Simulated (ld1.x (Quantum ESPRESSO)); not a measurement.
# Reading a pseudo-wave (nickel)

Columns: radius, all-electron u(r) and pseudo u(r) of the 4p shell (level -1.71 eV) of nickel in the configuration [Ar] 3d8 4s1.5 4p0.5; PBE, scalar-relativistic, PAW scheme, ld1.x (Quantum ESPRESSO) 7.5.

```tsv
r (bohr)	all-electron	pseudo
0.145	0.0999	0.0044
0.290	-0.0264	0.0174
0.435	-0.1442	0.0383
0.580	-0.1743	0.0661
0.725	-0.1392	0.0996
0.870	-0.0714	0.1373
1.015	0.0076	0.1776
1.160	0.0864	0.2189
1.305	0.1595	0.2597
1.450	0.2247	0.2988
1.595	0.2814	0.3351
1.740	0.3300	0.3680
1.885	0.3709	0.3970
2.030	0.4048	0.4220
2.175	0.4325	0.4430
2.320	0.4545	0.4603
2.465	0.4715	0.4741
2.610	0.4840	0.4849
2.755	0.4927	0.4928
2.900	0.4978	0.4978
3.045	0.5000	0.5000
3.190	0.4995	0.4995
3.335	0.4968	0.4968
3.480	0.4922	0.4922
3.625	0.4860	0.4860
3.770	0.4784	0.4784
```

(1) How many radial nodes do the two functions have?

(2) At about which radius was the pseudo-wave matched?

(3) Is the pseudo-wave norm-conserving?

Results:

(1) The all-electron 4p function has n − l − 1 = 2; the pseudo-wave has 0, since the states of the same l below it are removed with the core.

(2) 2.90 bohr, where the columns begin to agree (steps of 0.14 bohr).

(3) No, it belongs to a PAW set: the norm inside the radius is not constrained, and the difference is carried by the augmentation charge.
